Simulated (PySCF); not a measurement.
# CsCa⁻: frontier orbitals

LC-ωPBE at R = 5.010 Å; basis Cs def2-SVPD with ECP46, Ca def2-SVPD; scalar-relativistic core potentials; PySCF 2.14. State: ¹Σ⁺ (singlet), closed shell. Only the outer orbitals are listed, counted within each symmetry, core potentials removing the inner ones.

| orbital | occ. | ε (eV) | on Cs (%) | main shells (%) |
| --- | --- | --- | --- | --- |
| 3π | 2 | -14.71 | 100 | 100 Cs p |
| 3π | 2 | -14.71 | 100 | 100 Cs p |
| 7σ | 2 | -14.68 | 100 | 100 Cs p |
| 8σ | 2 | -3.28 | 9 | 92 Ca s |
| 9σ | 2 | -0.72 | 78 | 77 Cs s, 19 Ca p |
| 4π | 0 | 1.61 | 101 | 101 Cs p |
| 4π | 0 | 1.61 | 101 | 101 Cs p |
| 10σ | 0 | 1.66 | 102 | 101 Cs p |

**Question.** Which are the highest filled and the lowest empty level, where do they sit, and how wide is the gap?

**Answer.** Highest filled 9σ at -0.72 eV (in %: 77 Cs s, 19 Ca p); lowest empty 4π at 1.61 eV (in %: 101 Cs p); the gap at LC-ωPBE is 2.33 eV. An empty level above zero is unbound, and its energy depends on the basis.

```json
{
  "bond order (Mayer)": "0.58",
  "⟨S²⟩": "0.000",
  "charge on Cs (Mulliken, basis-dependent)": "-0.74",
  "charge on Cs (Löwdin, basis-dependent)": "-0.74",
  "dipole moment (positive dipole points towards Ca; it is taken about the centre of mass and depends on that origin)": "-2.88 D"
}
```

Shares are Mulliken populations and can fall outside 0 to 100 %.

Closed-shell solutions of metal pairs were not tested for spin polarisation, which can lower them a little. Spin–orbit coupling is left out.
